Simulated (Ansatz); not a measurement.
Cd3S4: single points at one geometry.

```yaml
crystal:
  periodic: [false, false, false]
  atoms:
    - {symbol: Cd, position_ang: [1.008366, -1.644034, -0.111630]}
    - {symbol: Cd, position_ang: [-1.630994, 1.015429, 0.202740]}
    - {symbol: Cd, position_ang: [1.502485, 1.516612, -0.221682]}
    - {symbol: S, position_ang: [2.823056, -0.334943, -0.920125]}
    - {symbol: S, position_ang: [-0.255311, 2.926821, 0.540862]}
    - {symbol: S, position_ang: [-1.064934, -2.298246, 0.893166]}
    - {symbol: S, position_ang: [-2.382667, -1.181640, -0.383321]}
basis:
  gaussian: {orbitals: def2-TZVPD, initial_orbitals: start.molden}
hamiltonian: {xc: {name: BLYP}, dispersion: d4}
scf: {omitted_lower_state_checks: [starts]}
output: {orbitals: {seedname: orbitals}}
```

The file start.molden holds the orbitals of an earlier run on this structure, at another level or in another basis.

```sh
$ ansatz run in.yaml --threads 4 --pin off --events-out ev --progress --plain --max-ram 4787MiB
```

Shortened log:

```
Functional definition: BLYP
2279 factors; their error is unknown
mean field evaluation 1: about -57039.3467 eV, gradient 2.3e1 eV
mean field evaluation 2: about -57039.9246 eV, gradient 7.5e-1 eV
mean field evaluation 4: about -57039.9196 eV, gradient 8.5e-2 eV
mean field evaluation 8: about -57039.9196 eV, gradient 1.9e-5 eV
mean field -57039.91956241 eV, -2096.1783808726 hartree, gradient 1.9e-5 eV, S^2 0.000000; 0 other end points of the search recorded, 0 dependent functions left out
reference -57039.91996903 eV, -2096.1783958153 hartree; 62, 62 occupied and 242, 242 virtual orbitals, 2279 factors
Total energy: -57040.95293774 eV, -2096.2163567154 hartree
Checks for a lower state left out: starts
```

Hardware: 4 threads of Arm Neoverse V2 on a shared host. Wall time 8 s, peak host memory 0.71 GiB.

Geometry: PBE-D4/def2-SVP.

In the def2 sets Cd takes a core potential; there is no spin–orbit coupling. The structure comes from a short search, and lower isomers may exist.
